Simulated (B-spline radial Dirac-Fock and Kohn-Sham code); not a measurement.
Calculated with a radial B-spline solver, using ΔSCF Dirac-Fock with Breit, self-energy and vacuum polarisation, finite nucleus, configuration average. The model has no electron correlation.

Question: Identify the element and charge state from the binding energies below (tabulated ground configuration; the least bound level is included).

```
level  binding energy (eV)
    K               3212.7
   L1                571.4
 L2,3                523.5
```

Answer: Cl¹⁰⁺: Z = 17 with 7 electrons, [He] 2s2 2p3. The hydrogen-like estimate √(E/Ry) = 15.4 for the K level lies 1.6 below Z; the outermost level, at 523.5 eV, fixes the charge.
